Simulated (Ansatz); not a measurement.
CH6OSSi2, SMILES `SC1O[SiH2][SiH2]1`, charge 0, multiplicity 1.

Q: Give a relaxed structure at PBE0-D4/def2-TZVP (Ansatz 0.2.0). (Estimate.)

A: Computed: 
```xyz
11

S     1.203   -1.247    1.512
C     0.807    0.169    0.474
O     0.883   -0.107   -0.933
Si   -0.694   -0.149   -1.509
Si   -1.072    0.609    0.652
H     2.492   -1.372    1.147
H     1.496    0.985    0.702
H    -0.858    0.747   -2.684
H    -1.138   -1.513   -1.902
H    -1.310    2.060    0.872
H    -1.809   -0.184    1.669
```
This is one stationary point; other conformers may exist.
